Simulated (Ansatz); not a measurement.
# A cut through the energy surface

GaNH₆ (SMILES [NH3+][GaH3-]), closed shell, at its PBE0-D4/def2-TZVP minimum:

```
8
angstrom
N -0.3133 -0.1536 -0.9702
Ga 0.3672 0.1532 1.0475
H -0.3345 0.7232 -1.4780
H -1.2474 -0.5466 -0.9770
H 0.3023 -0.7904 -1.4625
H -0.7552 1.1645 1.5156
H 1.8002 0.7362 0.7188
H 0.2730 -1.3435 1.5501
```

The angle H3–N1–H4 (108.2° at the minimum) is set to the values below, H3, with anything bonded beyond it, turning rigidly in the plane of the angle. Each method's energies count from its own value at the PBE0-D4 minimum structure. Computed with Ansatz 0.2.0 (basis: def2-TZVPP); correlated methods freeze the cores. Filled d shells of the heavier atoms are correlated. The def2 sets are not built for correlating such inner shells, so the correlated values are less sure here. B3LYP uses VWN-RPA correlation.

```
angle (°)  CCSD(T) (kcal/mol)  r2SCAN-D4 (kcal/mol)  HF (kcal/mol)  wB97M-V (kcal/mol)  PBE-D4 (kcal/mol)
     90.2                   ?                  5.86           6.43                5.82               5.70
     94.7                   ?                  3.26           3.57                3.24               3.18
     99.2                1.39                  1.43           1.55                1.42               1.40
    103.7                0.32                  0.35           0.36                0.35               0.34
    108.2                0.00                  0.00           0.00                0.00               0.00
    112.7                0.40                  0.37           0.44                0.36               0.35
    117.2                1.51                  1.43           1.67                1.42               1.36
    121.7                   ?                  3.16           3.65                3.14               3.02
    126.2                5.73                  5.53           6.37                5.49               5.29
```

Task: Fill in the withheld CCSD(T) values. (To be estimated.)

Result: By the calculation: 5.83 kcal/mol at 90.2°; 3.22 kcal/mol at 94.7°; 3.29 kcal/mol at 121.7°. These count from the CCSD(T) energy at the PBE0-D4 minimum.

Minimum and curvature along this coordinate at CCSD(T): A fifth-order fit through the nearest points gives 107.9°, with a curvature of about 1.6 meV/deg².

Largest difference from the CCSD(T) curve over the scan: PBE0-D4 0.23; B3LYP-D4 0.16; MP2 0.07 kcal/mol. Each curve counts from its own value at the minimum.

T1 diagnostic: at most 0.013.

For scale, one of the runs: CCSD(T)/def2-TZVPP, 163 basis functions (an equivalent command: `ansatz run in.yaml --threads 2`). Time: 50 s of wall clock on 2 CPU threads; the host was shared. Peak host memory: 1.3 GiB.
